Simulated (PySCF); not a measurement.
Correlation energy of Cu+ (copper, charge +1)

[Ar] 3d9 4s1, high-spin 3D determinant (an excited configuration). All numbers are calculated (PySCF 2.14, scalar relativity through the core potential, in aug-cc-pVTZ-PP with ECP10MDF (6s6p5d3f2g, 88 functions)). Frozen: 3s2 3p6; 10 electrons correlated.

```tsv
level	correlation energy (mhartree)
CCSD	-361.38
(T)	-11.36
CCSD(T)	-372.74
```

Diagnostics: T1 = 0.012, D1 = 0.0357, largest double amplitude 0.018.

Cost of the coupled-cluster step: roughly 60 core-seconds, for 10 correlated electrons.

Iterations:

```
CC2 = 0
CCSD nocc = (np.int64(6), np.int64(4)), nmo = (84, 84)
frozen orbitals [[0, 1, 2, 3], [0, 1, 2, 3]]
max_cycle = 100
direct = 0
conv_tol = 1e-08
conv_tol_normt = 1e-06
diis_space = 8
diis_start_cycle = 0
Init t2, MP2 energy = -0.389557127394742
Init E_corr(UCCSD) = -0.389557127408104
cycle = 1  E_corr(UCCSD) = -0.351405440017818  dE = 0.0381516874  norm(t1,t2) = 0.0664812
cycle = 2  E_corr(UCCSD) = -0.362788037035338  dE = -0.011382597  norm(t1,t2) = 0.0242324
cycle = 3  E_corr(UCCSD) = -0.360975745328064  dE = 0.00181229171  norm(t1,t2) = 0.0122468
cycle = 4  E_corr(UCCSD) = -0.361209401953533  dE = -0.000233656625  norm(t1,t2) = 0.0033222
cycle = 5  E_corr(UCCSD) = -0.361384675510254  dE = -0.000175273557  norm(t1,t2) = 0.000729978
cycle = 6  E_corr(UCCSD) = -0.361392494285383  dE = -7.81877513e-06  norm(t1,t2) = 0.000361807
cycle = 7  E_corr(UCCSD) = -0.361375467502212  dE = 1.70267832e-05  norm(t1,t2) = 0.000118812
cycle = 8  E_corr(UCCSD) = -0.361381422625226  dE = -5.95512301e-06  norm(t1,t2) = 4.26779e-05
cycle = 9  E_corr(UCCSD) = -0.361380801155268  dE = 6.21469958e-07  norm(t1,t2) = 1.47744e-05
cycle = 10  E_corr(UCCSD) = -0.36138023015781  dE = 5.70997458e-07  norm(t1,t2) = 5.23437e-06
cycle = 11  E_corr(UCCSD) = -0.361380335552066  dE = -1.05394256e-07  norm(t1,t2) = 2.59276e-06
cycle = 12  E_corr(UCCSD) = -0.361380372495397  dE = -3.69433311e-08  norm(t1,t2) = 1.07155e-06
cycle = 13  E_corr(UCCSD) = -0.361380350577423  dE = 2.19179737e-08  norm(t1,t2) = 4.84343e-07
cycle = 14  E_corr(UCCSD) = -0.36138038098845  dE = -3.04110269e-08  norm(t1,t2) = 2.84482e-07
cycle = 15  E_corr(UCCSD) = -0.361380369761283  dE = 1.12271673e-08  norm(t1,t2) = 1.32625e-07
cycle = 16  E_corr(UCCSD) = -0.361380361438079  dE = 8.32320401e-09  norm(t1,t2) = 6.55671e-08
UCCSD converged
E(UCCSD) = -196.2723807508201  E_corr = -0.3613803614380787
UCCSD(T) correction = -0.0113604072454027
```
